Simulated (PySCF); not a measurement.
# The halides of germanium, GeF₂⁺ to GeBr₂⁺

Level: PBE0 in the def2-TZVP basis family, all electrons, no relativity, computed in PySCF with density fitting; open shells unrestricted.

Each entry is the lowest minimum that a search over a few typed start shapes (and spin states, where more than one is plausible) found, or that minimum re-optimised at the stated level; isomers with ligand–ligand bonds, or fragments after loss of a ligand pair, can lie lower.

```csv
molecule,2S+1,point group,mean bond to Ge (Å),polar-tensor charge of Ge,distinct angles (°),lowest ω (cm⁻¹)
GeF₂⁺,2,C2v,1.677,1.64,117,201
GeCl₂⁺,?,?,?,?,?,?
GeBr₂⁺,2,C2v,2.233,1.10,122,91
```

Task: Fill in the row of GeCl₂⁺.

Result: 2S+1: 2; point group: C2v; mean bond to Ge (Å): 2.075; polar-tensor charge of Ge: 1.27; distinct angles (°): 121; lowest ω (cm⁻¹): 134.

The bond lengthens at every step; the largest change, 0.398 Å, falls between GeF₂⁺ and GeCl₂⁺ among the members listed.

Left out of the table are members whose search was unfinished or whose lowest solution was spin-contaminated, unstable, very soft or bonded differently.
